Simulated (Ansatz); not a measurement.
**A barrier at the coupled-cluster level**

Start structure (SiNH$_{6}$BrO, closed shell), relaxed at PBE0-D4/def2-TZVP:

```tsv
atom	x (Å)	y (Å)	z (Å)
Si1	-0.9285	-0.1846	0.2017
O2	-0.1855	1.2817	0.5071
H3	-1.5887	0.0733	-1.0930
H4	-1.8665	-0.4755	1.3138
N5	0.1031	-1.5275	0.0776
H6	1.0796	1.5955	-0.7681
Br7	2.0898	1.5781	-1.8073
H8	0.2059	1.4010	1.3753
H9	0.3188	-2.1181	0.8620
H10	0.7719	-1.6240	-0.6691
```

The step: SiNH₅O ([NH2][SiH2][OH]) + HBr → SiNH₄Br ([NH2][SiH2][Br]) + H₂O; bonds formed: Si1–Br7, O2–H6; bonds broken: Si1–O2, H6–Br7. Ansatz 0.2.0; basis: def2-TZVPP and def2-QZVPP; cores frozen in the correlated methods. Filled d shells of the heavier atoms are correlated. The def2 sets are not built for correlating such inner shells, so the correlated values are less sure here. Extrapolation: Hartree–Fock as exp(−7.88 √X), correlation as X^−2.97. Energies below are by CCSD(T) at an estimated basis limit (MP2 extrapolated from triple and quadruple zeta, plus CCSD(T) − MP2 in triple zeta).

**Question.** What are the electronic barrier and the energy of the step, from the start structure to the end structure? (Judge from chemistry; the value comes from the calculation.)

**Answer.** By the calculation: Barrier 81.4 kJ/mol; step energy -7.6 kJ/mol (downhill); reverse barrier, their difference, 89.0 kJ/mol. Barrier and step energy count from the start structure, the reverse barrier from the end structure.

The saddle point: One imaginary mode of 135i cm⁻¹.
```
   pair  start (Å)  saddle (Å)  end (Å)
Si1–Br7       4.03        2.61     2.27
  O2–H6       1.82        1.00     0.96
 Si1–O2       1.67        1.89     3.41
 H6–Br7       1.45        2.12     4.01
```

Zero-point energy (harmonic, PBE0-D4): ZPE is 172.4 kJ/mol at the start and 183.7 kJ/mol at the saddle, so the barrier goes from 81.4 to 92.7 kJ/mol.

No T1 diagnostic of these runs exceeds 0.010.

Labels in which every atom is bracketed show which atoms are joined, not bond orders.

For scale, one of the runs: CCSD(T)/def2-TZVPP, 236 basis functions, launched by `ansatz run in.yaml --threads 8 --pin off --events-out ev --progress --plain --max-ram 19148MiB`. Time: 20 s of wall clock on 8 CPU threads of an Intel Xeon 6975P-C; the host was shared. Peak host memory: 4.9 GiB.
